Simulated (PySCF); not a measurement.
# UHF on Nd²⁺ (neodymium, charge +2)

Configuration: [Xe] 4f3 6p1, one real determinant (an excited configuration). Calculation: PySCF 2.14, in x2c-TZVPPall (11s7p7d4f2g, 113 functions); scalar relativity by spin-free X2C-1e.

* Total energy: -9618.838448 hartree
* One-electron energy: -13089.1063 hartree
* Hartree (Coulomb) energy: 3691.3993 hartree
* Exchange energy: -221.1315 hartree
* ⟨S²⟩: 6.0026
* ⟨L²⟩: 36.030
* Sum of ⟨r⟩: 37.47 bohr
* Sum of ⟨r²⟩: 58.66 bohr²
* Traceless quadrupole moment −½Σ⟨3z² − r²⟩ along its main axis: -8.32 e·bohr²
* Langevin diamagnetic susceptibility: -46.5 ×10⁻⁶ cm³/mol

```csv
shell,electrons,mean orbital energy (hartree),spread (hartree),"rms radius, mean of both spins (bohr)"
1s α,1,-1609.75364,0,0.0269
1s β,1,-1609.75258,0,0.0269
2s α,1,-265.25882,0,0.109
2s β,1,-265.25755,0,0.109
2p α,3,-237.25534,0.00233,0.0978
2p β,3,-237.25398,0.00183,0.0978
3s α,1,-60.04637,0,0.283
3s β,1,-59.98860,0,0.283
3p α,3,-50.99357,0.00639,0.284
3p β,3,-50.92807,0.01121,0.284
3d α,5,-38.27608,0.01548,0.262
3d β,5,-38.20616,0.01308,0.262
4s α,1,-13.49722,0,0.644
4s β,1,-13.32809,0,0.644
4p α,3,-10.42664,0.00429,0.683
4p β,3,-10.23743,0.01998,0.683
4d α,5,-5.91874,0.06512,0.759
4d β,5,-5.67052,0.03320,0.759
5s α,1,-2.64446,0,1.55
5s β,1,-2.56975,0,1.55
5p α,3,-1.76418,0.00394,1.76
5p β,3,-1.70465,0.01351,1.76
4f α,3,-1.30678,0.00789,1.04
6p α,1,-0.50408,0,4.60
```

⟨L²⟩ = 36.03 against 56 for a pure K term, so this real determinant mixes terms. Spin-orbit coupling, absent here, splits the open shell strongly.

Densities and radii are taken from the X2C orbitals without a picture-change correction, which distorts them close to the nucleus.

Spin-orbit constants ζ (cm⁻¹) from the X2C one-electron operator on these orbitals: bare nucleus, nucleus screened by l(l+1)(2l+1)/3 electrons, and screened by the Breit-Pauli mean field of the electrons.

```tsv
shell	bare	screened nucleus	mean field
2p	2720000	2629000	n/a
3p	549100	530800	n/a
3d	85240	71030	n/a
4p	117300	113400	n/a
4d	15030	12530	n/a
4f	1987	1060	n/a
5p	17050	16490	n/a
6p	1864	1802	n/a
```

To first order the Landé constant is A = 291.5 cm⁻¹, so the lowest level has J = 5 and lies 0.578 eV below the centre of the term. This holds in LS coupling only.
